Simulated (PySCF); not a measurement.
A GIAO shielding run with PySCF 2.14 (density fitting, non-relativistic, gas phase) on `N#CC[C@@H]1CC[SiH2]OC1`, C$_{6}$H$_{11}$NOSi:

```
$ OMP_NUM_THREADS=1 python probes_run.py task.json out

{"job": {"kind": "nmr", "xc": "PBE0", "basis": "pcSseg-1"}, "charge": 0, "multiplicity": 1}
N      2.918778    -0.943537    -1.743106
C      2.561498    -0.318855    -0.854908
C      2.108239     0.465757     0.265214
C      0.573968     0.462282     0.371241
C      0.036298    -0.960549     0.548247
C     -1.441051    -0.960974     0.945070
Si    -2.415128     0.061350    -0.333701
O     -1.418332     1.271614    -0.770551
C     -0.031040     1.134473    -0.864847
H      2.548136     0.048642     1.175939
H      2.477101     1.488176     0.139854
H      0.287472     1.056443     1.246706
H      0.171075    -1.509429    -0.387847
H      0.625694    -1.474806     1.314649
H     -1.535421    -0.523768     1.941145
H     -1.793404    -1.988608     1.022225
H     -2.737071    -0.798205    -1.477756
H     -3.544741     0.802351     0.203110
H      0.225254     0.553088    -1.760109
H      0.377527     2.145235    -0.983610
```

Hardware: 1 thread of an Intel Xeon, shared host. The job also computes population analyses, field gradients, ring-centre shieldings.

(1) How large is the calculation?

(2) How long does it take, and how much memory does it need?

## Answers

(1) 76 electrons, 215 basis functions and 1130 auxiliary functions.

(2) 2.5 min of wall time, with 14 SCF cycles and 5 response iterations; peak memory 1 GiB. Times on a shared host scatter by some tens of per cent.
